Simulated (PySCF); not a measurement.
# InBr at RHF-CCSD(T)

Computed with RHF-CCSD(T); PySCF, spin-free X2C with a Gaussian nucleus, basis sets In x2c-TZVPPall, Br x2c-TZVPPall.

- state: ¹Σ⁺ (singlet), closed shell
- bond length: 4.829 bohr
- harmonic wavenumber: 224 cm⁻¹
- force constant: 1.38 mdyn/Å
- rotational constant Be: 0.05517 cm⁻¹
- anharmonicity ωexe: 0.514 cm⁻¹
- vibration–rotation constant αe: 0.000185 cm⁻¹
- well depth De to In + Br: 4.08 eV
- dissociation energy D0: 4.07 eV

Correlated steps freeze 27 core orbitals. These are scalar-relativistic numbers at best; spin–orbit coupling would shift them, the dissociation energy most. Where the molecule has an RHF reference, its open-shell atoms are computed with UHF.
